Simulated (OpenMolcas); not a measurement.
# Al⁺: terms and fine structure

| Item | Value |
| --- | --- |
| Program | OpenMolcas |
| Method | MS-CASPT2, IPEA 0.25 Eh, imaginary shift 0.1 Eh (closed shells correlated: 2s 2p) |
| Basis | ANO-RCC-VQZP [6s5p3d2f1g] |
| Scalar Hamiltonian | DKH2, point nucleus |
| Active space | 2 electrons in 4 orbitals (3s 3p) |
| State averaging | 2S+1 = 3 even, 3 roots; 2S+1 = 1 even, 7 roots; 2S+1 = 3 odd, 3 roots; 2S+1 = 1 odd, 3 roots |
| Spin-orbit coupling | RASSI with atomic mean-field integrals over the reference wave functions, term energies averaged over their components |

Spin-free terms above the lowest, with the occupations of the reference:

```
Configuration  Term  E (cm-1)      Occupations
          3s2    1S       0.0  3s 1.89 3p 0.11
        3s 3p   3P*     37231  3s 1.00 3p 1.00
        3s 3p   1P*     61498  3s 1.00 3p 1.00
          3p2    3P     94293          3p 2.00
          3p2    1D     94346          3p 2.00
          3p2    1S    111838  3s 0.11 3p 1.89
```

With spin-orbit coupling, above the lowest level:

```tsv
Configuration	Term	J	E (cm-1)	Measured (cm-1)	Term weight %	Second
3s2	1S	0	0.0	0.0	100	
3s 3p	3P*	0	37129	37393	100	
3s 3p	3P*	1	37180	37454	100	
3s 3p	3P*	2	37282	37578	100	
3s 3p	1P*	1	61499	59852	100	
3p2	3P	0	94193	94085	100	
3p2	3P	1	94244	94147	100	
3p2	3P	2	94275		51	49 1D
3p2	1D	2	94414		51	49 3P
3p2	1S	0	111839	111637	100
```

Against the 7 measured excited levels shown (NIST Handbook of Basic Atomic Spectroscopic Data) the mean absolute deviation is 410 cm-1; the largest miss in energy is 3s 3p 1P* 1: computed 61499, measured 59852 cm-1 (+2.8 %).

Over all roots computed the reference weight is 0.91 to 0.98; the roots of lowest weight are the least certain, and an intruder state may touch them. The ¹D term of p² mixes with s d, which this space lacks. Computed and measured levels are paired by configuration, term and J; levels that our copy of the source lacks, or whose pairing is in doubt (as where it misses far off the trend of its configuration), stay unpaired and out of the deviations. Only configurations of the active space appear.

The term weight is that of the spin-free term in the level, not the purity of its configuration. * marks odd parity.
